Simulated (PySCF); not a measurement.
C2H5B3O2.
SMILES: `BOB(C#C)OB`

The closed-shell ground state was solved at several levels (PySCF, density fitting, gas phase, non-relativistic). Geometry: GFN2-xTB; no solvent, vibrations or thermal averaging.

```
              level  basis functions  total energy (Eh)  HOMO (eV)  LUMO (eV)  gap (eV)  dipole (D)
CAM-B3LYP/def2-SVPD              186          -303.9500      -9.72       0.14      9.86        0.80
      PBE0/pcSseg-1              144          -303.8998      -8.28      -0.88      7.40        0.81
```

(1) What might B3LYP/pcJ-1 (239 basis functions) give for the same quantities?

(2) Over all these levels, which gives the widest orbital gap and which the narrowest?

(3) How far do the dipole and the HOMO energy spread over the levels?

Answers

(1) Total energy -304.3360 Eh, HOMO -8.10 eV, LUMO -1.09 eV, gap 7.01 eV, dipole 0.84 D.

(2) CAM-B3LYP/def2-SVPD (range-separated hybrid) has the widest, 9.86 eV, and B3LYP/pcJ-1 (global hybrid, 20 % exact exchange) the narrowest, 7.01 eV. Functional and basis both differ between the two, so the spread mixes both effects.

(3) The dipole runs from 0.80 to 0.84 D (mean 0.82 D) and the HOMO from -9.72 to -8.10 eV.
